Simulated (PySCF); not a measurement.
## Ionisation energy of In by level of theory

In [Kr] 4d10 5s2 5p1 (2P) → In+ [Kr] 4d10 5s2 (1S), as a difference of total energies. Calculation: PySCF 2.14, in aug-cc-pVTZ-PP with one added diffuse shell each of d, f type with ECP28MDF (6s5p5d3f, 67 functions); a scalar-relativistic core potential. Correlated levels: valence: 4s2 4p6 4d10 frozen. The calculations carry no spin-orbit coupling.

```tsv
method	ionisation energy (eV)	error (eV)
UHF	5.214	-0.389
LDA	5.710	+0.107
PBE	5.583	-0.020
PBE0	5.615	+0.012
r2SCAN	5.706	+0.103
BLYP	5.482	-0.121
PW91	5.636	+0.033
LC-wPBE	5.709	+0.106
revPBE	5.537	-0.066
MP2 (valence)	5.401	-0.202
SCS-MP2 (valence)	5.385	-0.218
```

Reference: 5.603 eV (measured; NIST levels, between the centres of gravity of the two terms).

Errors of the correlated levels include the incompleteness of this basis and the frozen core.
